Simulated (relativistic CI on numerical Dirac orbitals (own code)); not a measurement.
# Ta IV: sensitivity of the levels to the model

Base calculation: Dirac-Coulomb-Breit CI, separate exchange-only KLI orbitals for each configuration, model QED, valence Slater integrals scaled by 0.85, P86 correlation energy added to each configuration.

Configurations in the expansion (outside the closed core [Kr] 4d10 5s2): 4f14 5p6 5d2, 4f14 5p6 5d 6s, 4f14 5p6 6s2, 4f14 5p6 5d 6p, 4f14 5p6 5d 5f, 4f14 5p6 6s 6p, 4f14 5p6 5d 5g, 4f14 5p6 5d 6d, 4f14 5p6 5d 7s, 4f14 5p6 5f2, 4f14 5p6 5d 7p, 4f14 5p6 6p2, 4f14 5p5 5d3, 4f14 5p6 5d 7d, 4f14 5p6 6s 7s, 4f13 5p6 5d3. Levels of other configurations are missing.

Variants: (1) valence Slater integrals scaled by 0.75; (2) Slater integrals left unscaled; (3) only the first 3 configurations. Shifts of the energy above 4f14 5p6 5d2 3F_2, in cm⁻¹, for the lowest level and the first level of each name with at least 55 % of one term (blank where a level changes its place among those of its configuration and J or its character, or is not in the variant):

| Level | Base | Δ(1) | Δ(2) | Δ(3) |
| --- | --- | --- | --- | --- |
| 4f14 5p6 5d2 3F_2 | 0.0 | 0.0 | 0.0 | 0.0 |
| 4f14 5p6 5d2 3F_3 | 3840.8 | +46.3 | -56.5 | +1.5 |
| 4f14 5p6 5d2 3F_4 | 7453.5 | -27.9 | +26.7 | +15.7 |
| 4f14 5p6 5d2 1D_2 | 10222.5 | -591.4 | +831.1 | +97.1 |
| 4f14 5p6 5d2 3P_0 | 11015.5 | -1109.8 | +1632.7 | +272.0 |
| 4f14 5p6 5d2 3P_1 | 12981.1 | -1004.1 | +1508.7 | +174.9 |
| 4f14 5p6 5d2 3P_2 | 16463.1 | -848.8 | +1301.5 | +132.1 |
| 4f14 5p6 5d2 1G_4 | 17687.1 | -1350.8 | +2066.2 | +10.5 |
| 4f14 5p6 5d 6s 3D_1 | 32053.9 | -438.1 | +671.4 | -35.8 |
| 4f14 5p6 5d 6s 3D_2 | 33564.8 | -511.3 | +756.7 | +32.8 |
| 4f14 5p6 5d2 1S_0 | 33733.2 | -2839.6 | +4100.1 | +1166.6 |
| 4f14 5p6 5d 6s 3D_3 | 37467.0 | -414.4 | +635.9 | -44.1 |
| 4f14 5p6 5d 6s 1D_2 | 44911.0 | -1472.6 | +2248.8 | +1015.2 |
| 4f14 5p6 6s2 1S_0 | 74222.1 | -269.7 | +416.8 | +4191.3 |
| 4f14 5p6 5d 6p 3F°_2 | 80608.9 | -200.2 | +300.6 |  |
| 4f14 5p6 5d 6p 3D°_1 | 83847.4 | -436.6 | +613.8 |  |
| 4f14 5p6 5d 6p 3F°_3 | 88332.2 | -361.5 | +535.1 |  |
| 4f14 5p6 5d 6p 3D°_3 | 93904.8 | -533.2 | +744.8 |  |
| 4f14 5p6 5d 6p 3P°_1 | 94066.1 | -662.4 | +955.1 |  |
| 4f14 5p6 5d 6p 3P°_0 | 95183.2 | -758.3 | +1075.4 |  |
| 4f14 5p6 5d 6p 3F°_4 | 97081.8 | -411.7 | +629.6 |  |
| 4f14 5p6 5d 6p 3P°_2 | 98716.3 | -672.8 | +1032.4 |  |

Correlation outside the listed configurations is missing or only estimated: errors of thousands of cm⁻¹ between configurations and terms are usual at this charge. Rates and lifetimes follow the computed energies and can be off by large factors. The fine structure of a lone outer electron comes out too small, for d and f at times inverted, and misplaced configurations move strength between like terms.

Ionisation energy from the two ground configurations alone: base 35.99 eV; valence Slater integrals scaled by 0.75 35.91 eV; Slater integrals left unscaled 36.11 eV. The NIST ASD value (theoretical) is 35 eV. The gap of more than 2 % comes from missing correlation, or from a tabulated value that is itself an estimate.

LS names give the leading component of a level, which can be under half, so a name can repeat, a term be missing and a line seem to break the LS rules.
